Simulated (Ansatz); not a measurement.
Cartesian coordinates in Å:
```
C 0.8544 1.0495 0.6489
Sb -0.4443 -0.6396 0.8022
N -1.5280 -0.2608 -0.8505
O 0.9504 -1.7342 -0.0624
H 1.2718 1.0560 -0.3593
H 0.3017 1.9713 0.8348
H 1.6668 0.9605 1.3707
H -1.2121 0.4667 -1.4755
H -2.5294 -0.2239 -0.7356
H 0.6685 -2.6455 -0.1733
```

Total charge 0; spin multiplicity 1. Sb takes the def2 core potential.

Task: List the r2SCAN/def2-TZVPP orbital energies in eV (the Gaussian-basis code of Ansatz). (Estimate.)

Result: The calculation gave: Occupied: -515.08, -384.71, -272.81, -153.79, -105.56, -105.53, -105.39, -33.89, -33.79, -33.68, -33.67, -33.61, -25.08, -21.67, -18.04, -13.86, -12.15, -11.27, -10.28, -10.08, -8.95, -8.45, -7.17, -6.19, -5.97. Lowest empty: -0.79, -0.41, 1.03, 1.72, 2.29, 2.68, 3.04, 3.19.
